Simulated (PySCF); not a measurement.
Si(F)(Cl)2(OMe) (CH₃Cl₂FOSi), SMILES CO[Si](F)(Cl)Cl. Atoms are numbered in the order given.

```xyz
9

C     -2.3114    -0.1282    -1.2266
O     -0.9710     0.3327    -1.1516
Si     0.1800    -0.1495    -0.1091
F      0.6602    -1.6527    -0.4364
Cl     1.7778     1.0953    -0.2969
Cl    -0.5316    -0.1658     1.8141
H     -2.7985    -0.1006    -0.2375
H     -2.3525    -1.1588    -1.6167
H     -2.8602     0.5326    -1.9122
```
Charge 0, spin multiplicity 1.

The structure is a stationary point at B3LYP-D3(BJ)/def2-SVP. One conformer was computed; it need not be the lowest.

Calculation: PBE/pcSseg-1 run with PySCF.

GIAO shieldings, no solvent; atoms listed in one row are averaged. δ = σ(ref) − σ: ¹³C against TMS (σ = 182.0 ppm); ¹⁷O against H2O (σ = 334.3 ppm); ²⁹Si against TMS (σ = 335.4 ppm); ¹⁹F against CFCl3 (σ = 133.6 ppm); ³⁵Cl against HCl (σ = 936.5 ppm); ¹H against TMS (σ = 31.49 ppm), references at their B3LYP-D3(BJ)/def2-TZVP geometries, non-relativistic (without spin–orbit terms, shifts of atoms bonded to Cl or Br come out too high).

| nucleus | atoms | count | δ (ppm) |
|---|---|---|---|
| ¹³C | C1 | 1 | 58.2 |
| ¹⁷O | O2 | 1 | 79.2 |
| ²⁹Si | Si3 | 1 | -36.1 |
| ¹⁹F | F4 | 1 | -123.5 |
| ³⁵Cl | Cl5 | 1 | 102.8 |
| ³⁵Cl | Cl6 | 1 | 91.8 |
| ¹H | H7, H8, H9 | 3 | 4.20 |
